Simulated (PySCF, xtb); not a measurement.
C3H6F2Si, SMILES C/C=C(\F)[SiH2]F.

xtb with GFN2-xTB at its own geometry gives an orbital gap of 4.41 eV and a dipole moment of 0.41 D.

Geometry optimised at B3LYP-D3(BJ)/def2-SVP. The structure was generated by enumeration; whether it is a known compound was not checked. The values are those of a single conformer.

What does PBE/def2-TZVP (PySCF) give? (The exact figures need the calculation; the answer reports its results.)

gap 5.04 eV (levels -6.29 and -1.25 eV), dipole 0.92 D.
